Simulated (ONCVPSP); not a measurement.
**PBE ONCV dataset for Co, scalar-relativistic all-electron reference.**

The input file (ONCVPSP 4.0.1):

```
# ATOM AND REFERENCE CONFIGURATION
# atsym  z   nc   nv     iexc    psfile
  Co 27.00    3    5        4      upf
#
#   n    l    f
    1    0    2.00
    2    0    2.00
    2    1    6.00
    3    0    2.00
    3    1    6.00
    3    2    7.00
    4    0    1.50
    4    1    0.50
#
# PSEUDOPOTENTIAL AND OPTIMIZATION
# lmax
    2
#
#   l,   rc,      ep,       ncon, nbas, qcut
    0    1.30    0.00    4    9   10.60
    1    1.15    0.00    4    8   13.10
    2    1.35    0.00    4    8   10.20
#
# LOCAL POTENTIAL
# lloc, lpopt,  rc(5),   dvloc0
    4    5    0.70    0.00
#
# VANDERBILT-KLEINMAN-BYLANDER PROJECTORs
# l, nproj, debl
    0    2    0.70
    1    2    1.60
    2    2    3.80
#
# MODEL CORE CHARGE
# icmod, fcfact, rcfact
    2    0.75    0.75
#
# LOG DERIVATIVE ANALYSIS
# epsh1, epsh2, depsh
   -5.00    5.00    0.04
#
# OUTPUT GRID
# rlmax, drl
    6.00    0.01
#
# TEST CONFIGURATIONS
# ncnf
    4
# nvcnf
#   n    l    f
    5
    3    0    2.00
    3    1    6.00
    3    2    7.00
    4    0    2.00
    4    1    0.00
#
    5
    3    0    2.00
    3    1    6.00
    3    2    7.00
    4    0    1.00
    4    1    0.00
#
    5
    3    0    2.00
    3    1    6.00
    3    2    7.00
    4    0    0.00
    4    1    0.00
#
    5
    3    0    1.00
    3    1    6.00
    3    2    7.00
    4    0    2.00
    4    1    0.00
#
```

Command:

```bash
oncvpsp.x < Co.dat > Co.out
```

Output (shortened: citation, most of the input echo, consistency checks and plot data are left out):

```
ONCVPSP  (Optimized Norm-Conservinng Vanderbilt PSeudopotential)
scalar-relativistic version 4.0.1

#   n    l    f        energy (Ha)
    1    0    2.00    -2.7907735E+02
    2    0    2.00    -3.3071921E+01
    2    1    6.00    -2.8329096E+01
    3    0    2.00    -3.7991968E+00
    3    1    6.00    -2.4481052E+00
    3    2    7.00    -3.3649243E-01
    4    0    1.50    -2.2374373E-01
    4    1    0.50    -6.3706840E-02

Reference configufation results
  iterations    34
  all-electron total energy (Ha)   -1.39306748D+03

Begin loop to  construct optimized pseudo wave functions
and semi-local pseudopoentials for all angular momenta

Calculating optimized projector #   1

 for l=   0

    Fraction of norm inside rc  0.948265
    Optimizing pswf for qcut=  10.60 a_B^-1,  ecut=  56.14 Ha
    Residual kinetic energy error=  1.71D-07 Ha

    Energy error per electron        Cutoff
         Ha          eV             Ha
         0.01000     0.27211       25.27
         0.00100     0.02721       35.05
         0.00010     0.00272       42.33
         0.00001     0.00027       47.79

Calculating optimized projector #   2

 for l=   0

    Fraction of norm inside rc  0.042048
    Optimizing pswf for qcut=  10.60 a_B^-1,  ecut=  56.14 Ha
    Residual kinetic energy error=  1.58D-07 Ha

    Energy error per electron        Cutoff
         Ha          eV             Ha
         0.01000     0.27211        8.72
         0.00100     0.02721       29.25
         0.00010     0.00272       39.02
         0.00001     0.00027       46.15

Calculating optimized projector #   1

 for l=   1

    Fraction of norm inside rc  0.850869
    Optimizing pswf for qcut=  13.11 a_B^-1,  ecut=  85.90 Ha
    Residual kinetic energy error=  1.43D-08 Ha

    Energy error per electron        Cutoff
         Ha          eV             Ha
         0.01000     0.27211       29.73
         0.00100     0.02721       38.14
         0.00010     0.00272       45.48
         0.00001     0.00027       51.03

Calculating optimized projector #   2

 for l=   1

    Fraction of norm inside rc  0.013589
    Optimizing pswf for qcut=  13.11 a_B^-1,  ecut=  85.90 Ha
    Residual kinetic energy error=  2.27D-09 Ha

    Energy error per electron        Cutoff
         Ha          eV             Ha
         0.01000     0.27211       16.60
         0.00100     0.02721       26.29
         0.00010     0.00272       34.67
         0.00001     0.00027       41.80

   Wellstate for l =  2  n =  5
     eigenvalue =   3.4635
     asymptotic potential =   3.9635
     half-point radius =  2.6401

Calculating optimized projector #   1

 for l=   2

    Fraction of norm inside rc  0.756581
    Optimizing pswf for qcut=  10.19 a_B^-1,  ecut=  51.94 Ha
    Residual kinetic energy error=  1.42D-04 Ha

    Energy error per electron        Cutoff
         Ha          eV             Ha
         0.01000     0.27211       40.00
         0.00100     0.02721       46.53
         0.00010     0.00272       57.38
         0.00001     0.00027      131.84

Calculating optimized projector #   2

 for l=   2

    Fraction of norm inside rc  0.122338
    Optimizing pswf for qcut=  10.19 a_B^-1,  ecut=  51.94 Ha
    Residual kinetic energy error=  9.70D-04 Ha

    Energy error per electron        Cutoff
         Ha          eV             Ha
         0.01000     0.27211       43.22
         0.00100     0.02721       52.26
         0.00010     0.00272      140.50
         0.00001     0.00027      171.20

Construct Vanderbilt / Kleinmman-Bylander projectors

B matrix Hermiticity error, ll=   0
   1   2    3.6299E-04

  Orthonormal projector coefficients  2.0673E+01  2.8447E+00

B matrix Hermiticity error, ll=   1
   1   2    1.4536E-04

  Orthonormal projector coefficients  1.0974E+01  1.6157E+00

B matrix Hermiticity error, ll=   2
   1   2   -3.6151E-04

  Orthonormal projector coefficients -5.9806E+00 -4.0539E+00

Model core correction analysis
  based on d2Exc/dn_idn_j

d2excae - all-electron derivatives

   -4.335770D-02   -4.014300D-02   -2.897364D-02   -2.043476D-03
   -7.521709D-04
   -4.014322D-02   -3.843679D-02   -2.860736D-02   -2.445211D-03
   -8.404433D-04
   -2.897407D-02   -2.860761D-02   -2.629138D-02   -7.126479D-03
   -2.860439D-03
   -2.043243D-03   -2.444769D-03   -7.124906D-03   -3.257421D-02
   -2.463804D-02
   -7.521531D-04   -8.403571D-04   -2.858928D-03   -2.463492D-02
   -3.017035D-02

d2excps - pseudofunction derivatives with no core correction

   -4.974151D-02   -4.182433D-02   -2.979157D-02   -2.659837D-03
   -8.705923D-04
   -4.182582D-02   -3.986394D-02   -3.057447D-02   -2.632617D-03
   -9.144752D-04
   -2.979191D-02   -3.057464D-02   -2.782581D-02   -7.009871D-03
   -2.862254D-03
   -2.659770D-03   -2.632187D-03   -7.008297D-03   -3.261323D-02
   -2.464435D-02
   -8.706240D-04   -9.143940D-04   -2.860744D-03   -2.464123D-02
   -3.017302D-02

rms 2nd derivative error    1.559191E-03

amplitude prefactor, scale prefactor
   15.1737    1.1282

d2excps - pseudofunction derivatives with core correction

   -3.979149D-02   -3.854847D-02   -2.956480D-02   -1.969372D-03
   -7.615653D-04
   -3.854849D-02   -3.816577D-02   -3.050133D-02   -2.398978D-03
   -8.561888D-04
   -2.956495D-02   -3.050147D-02   -2.808530D-02   -6.981237D-03
   -2.854795D-03
   -1.969126D-03   -2.398533D-03   -6.979664D-03   -3.256588D-02
   -2.463680D-02
   -7.615419D-04   -8.561027D-04   -2.853286D-03   -2.463369D-02
   -3.017111D-02

rms 2nd derivative error    1.077512E-03

Pseudoatom total energy -143.596430

Diagnostic tests using Vanderbilt-Kleinman-Bylander pseudopotentials
  1 or more projectors used as specified by nproj input data

   l    rcore       rmatch      e in        delta e   norm test  slope test

   0   1.3044825   1.3440894  -3.7991968   0.0000049   1.0001969   1.0001824
   0   1.3044825   1.3440894  -0.2237437   0.0000054   1.0000441   1.0000357

   1   1.1504842   1.1854154  -2.4481052  -0.0000067   1.0001685   1.0001902
   1   1.1504842   1.1854154  -0.0637068   0.0000038   1.0001036   1.0000844

   2   1.3521540   1.3932083  -0.3364924  -0.0000043   1.0000955   1.0001046
   2   1.3521540   1.3932083   3.4635076   0.0001053   1.0002006   1.0002006

 Testing for bound ghosts
   n   l    E NL Schr. Eq   E Basis Diag.   E Cutoff

   1   0       -3.799192       -3.799191    205.98
   2   0       -0.223738       -0.084726    205.98

   2   1       -2.448112       -2.448003    229.15
   3   1       -0.063703        0.375660    229.15

   3   2       -0.336497       -0.332689    188.48

 Testing for highly-localized positive-energy ghosts
       l    <radius>/rc     E Basis Diag.   E Cutoff

       0        0.900511       13.552607    205.98  WARNING - GHOST(+)

Test configuration 0

   n   l     f        eae           eps        diff
   1   0  2.0000 -279.07734737
   2   0  2.0000  -33.07192108
   2   1  6.0000  -28.32909603
   3   0  2.0000   -3.79919680   -3.79919189    4.92D-06
   3   1  6.0000   -2.44810517   -2.44811187   -6.70D-06
   3   2  7.0000   -0.33649243   -0.33649674   -4.31D-06
   4   0  1.5000   -0.22374373   -0.22373832    5.41D-06
   4   1  0.5000   -0.06370684   -0.06370300    3.84D-06

    Total energies and differences
      AE_ref= -1.39306748D+03  AE_tst= -1.39306748D+03  dif=  0.00D+00
      PS_ref= -1.43596430D+02  PS_tst= -1.43596430D+02  dif=  3.24D-12
      PSP excitation error= -3.24D-12

Test configuration 1

   n   l     f        eae           eps        diff
   1   0  2.0000 -279.04129361
   2   0  2.0000  -33.03777093
   2   1  6.0000  -28.29482653
   3   0  2.0000   -3.76330270   -3.76316403    1.39D-04
   3   1  6.0000   -2.41210144   -2.41207120    3.02D-05
   3   2  7.0000   -0.30149814   -0.30140526    9.29D-05
   4   0  2.0000   -0.20102196   -0.20103356   -1.16D-05

    Total energies and differences
      AE_ref= -1.39306748D+03  AE_tst= -1.39314596D+03  dif= -7.85D-02
      PS_ref= -1.43596430D+02  PS_tst= -1.43674918D+02  dif= -7.85D-02
      PSP excitation error=  1.01D-05

Test configuration 2

   n   l     f        eae           eps        diff
   1   0  2.0000 -279.36759378
   2   0  2.0000  -33.35691557
   2   1  6.0000  -28.61456758
   3   0  2.0000   -4.08745788   -4.08764498   -1.87D-04
   3   1  6.0000   -2.73676600   -2.73680701   -4.10D-05
   3   2  7.0000   -0.62324404   -0.62347892   -2.35D-04
   4   0  1.0000   -0.46903058   -0.46896106    6.95D-05

    Total energies and differences
      AE_ref= -1.39306748D+03  AE_tst= -1.39281409D+03  dif=  2.53D-01
      PS_ref= -1.43596430D+02  PS_tst= -1.43343040D+02  dif=  2.53D-01
      PSP excitation error= -6.26D-07

Test configuration 3

   n   l     f        eae           eps        diff
   1   0  2.0000 -279.74961545
   2   0  2.0000  -33.72818336
   2   1  6.0000  -28.98672406
   3   0  2.0000   -4.46431717   -4.46522894   -9.12D-04
   3   1  6.0000   -3.11384592   -3.11416852   -3.23D-04
   3   2  7.0000   -0.99457889   -0.99536078   -7.82D-04

    Total energies and differences
      AE_ref= -1.39306748D+03  AE_tst= -1.39219723D+03  dif=  8.70D-01
      PS_ref= -1.43596430D+02  PS_tst= -1.42726257D+02  dif=  8.70D-01
      PSP excitation error=  7.24D-05

Test configuration 4

   n   l     f        eae           eps        diff
   1   0  2.0000 -279.82367258
   2   0  2.0000  -33.72602282
   2   1  6.0000  -28.99104359
   3   0  1.0000   -4.38331476   -4.40431307   -2.10D-02
   3   1  6.0000   -3.02415054   -3.03634840   -1.22D-02
   3   2  7.0000   -0.87496171   -0.87514956   -1.88D-04
   4   0  2.0000   -0.53787769   -0.53855402   -6.76D-04

    Total energies and differences
      AE_ref= -1.39306748D+03  AE_tst= -1.38908507D+03  dif=  3.98D+00
      PS_ref= -1.43596430D+02  PS_tst= -1.39603204D+02  dif=  3.99D+00
      PSP excitation error= -1.08D-02
```

The run took about 4.4 s on one core of a shared server CPU.
